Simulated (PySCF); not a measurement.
Atomic charges by several schemes

C4H10F2OSi2.
Geometry (GFN2-xTB, Å), atoms numbered from 1 in this order:
```
atom  x, y, z in Å
C1     3.816    0.332   -0.617
O2     2.471    0.606   -0.380
Si3    1.211   -0.415   -0.433
Si4   -0.450    1.078    0.108
C5    -2.063    0.083    0.211
C6    -2.057   -1.414    0.260
C7    -3.199    0.744    0.252
F8    -4.432    0.225    0.330
F9    -3.306    2.074    0.219
H10    3.975    0.054   -1.661
H11    4.392    1.230   -0.393
H12    4.163   -0.487    0.017
H13    1.137   -1.066   -1.755
H14    1.450   -1.548    0.482
H15   -0.681    2.152   -0.868
H16   -0.309    1.743    1.415
H17   -1.582   -1.813   -0.635
H18   -1.480   -1.752    1.119
H19   -3.065   -1.817    0.335
```

Density: PBE0/pcSseg-1 (PySCF); schemes: Mulliken, IAO, Hirshfeld and ESP-fitted. Isolated species at its GFN2-xTB geometry (one conformer only).

**Question.** For which atoms does the sign change between the 4 schemes (beyond +0.03 e in one, beyond −0.03 e in another)?

**Answer.** For none.

**Question.** At which atom do the 4 schemes differ most?

**Answer.** At C5: from -0.727 (Mulliken) to -0.084 e (ESP-fitted), 0.643 e apart.

**Question.** Do the Mulliken, IAO, Hirshfeld and ESP-fitted schemes agree on where the charge is lowest?

**Answer.** The schemes don't all agree: Mulliken C5 (-0.727); IAO O2 (-0.641); Hirshfeld O2 (-0.229); ESP-fitted C6 (-0.501).

**Question.** Give the atomic charges in each scheme.

**Answer.** In e:

```
atom                      environment  Mulliken     IAO  Hirshfeld  ESP-fitted
  C1                   methoxy carbon    -0.002  -0.197     -0.031      -0.262
  O2               silyl ether oxygen    -0.646  -0.641     -0.229      -0.291
 Si3             oxygen-bound silicon    +0.541  +0.716     +0.308      +0.520
 Si4                     SiH2 silicon    +0.429  +0.464     +0.239      +0.007
  C5  fully substituted alkene carbon    -0.727  -0.369     -0.140      -0.084
  C6                   allylic carbon    -0.190  -0.412     -0.119      -0.501
  C7                      =CF2 carbon    +0.657  +0.542     +0.163      +0.341
  F8                   vinyl fluorine    -0.254  -0.253     -0.073      -0.149
  F9                   vinyl fluorine    -0.251  -0.251     -0.066      -0.146
 H10                  methyl hydrogen    +0.100  +0.132     +0.042      +0.123
 H11                  methyl hydrogen    +0.120  +0.156     +0.051      +0.136
 H12                  methyl hydrogen    +0.097  +0.129     +0.042      +0.122
 H13                    Si–H hydrogen    -0.098  -0.144     -0.087      -0.124
 H14                    Si–H hydrogen    -0.101  -0.144     -0.087      -0.126
 H15                    Si–H hydrogen    -0.044  -0.089     -0.072      -0.022
 H16                    Si–H hydrogen    -0.037  -0.094     -0.072      -0.020
 H17                  methyl hydrogen    +0.140  +0.147     +0.044      +0.152
 H18                  methyl hydrogen    +0.135  +0.151     +0.044      +0.158
 H19                  methyl hydrogen    +0.130  +0.158     +0.043      +0.164
```

Mean size of the charges over all atoms: IAO 0.273 e, Mulliken 0.247 e, ESP-fitted 0.181 e, Hirshfeld 0.103 e. Each set sums to the total charge, 0, to within 0.001 e. The Hirshfeld scheme weights the molecular density at each point by an atom's share of the summed free-atom densities. The ESP scheme is a least-squares fit of atom-centred charges to the potential on four shells outside the van der Waals surface, with the total charge fixed.

**Question.** Sum the charges by element, for elements with more than one atom.

**Answer.** 
```tsv
element	atoms	Mulliken	IAO	Hirshfeld	ESP-fitted
C	4	-0.263	-0.436	-0.127	-0.506
Si	2	+0.970	+1.180	+0.547	+0.527
F	2	-0.505	-0.504	-0.140	-0.295
H	10	+0.445	+0.401	-0.051	+0.565
```

**Question.** How many electrons does the Mulliken scheme count on Si3?

**Answer.** Z − q = 14 − (+0.541) = 13.459.

**Question.** How closely do the schemes follow one another over all atoms?

**Answer.** Correlation coefficient and root-mean-square difference: IAO with Hirshfeld 0.97, 0.209 e; Mulliken with IAO 0.94, 0.120 e; Mulliken with Hirshfeld 0.91, 0.225 e; IAO with ESP-fitted 0.88, 0.168 e; Hirshfeld with ESP-fitted 0.80, 0.148 e; Mulliken with ESP-fitted 0.73, 0.230 e.

These values come from a run that also computed NMR shieldings. Time: 75 s of wall time (grids of density and orbitals included); peak memory 0.96 GiB. Hardware: Arm Neoverse V1, one thread, shared host.
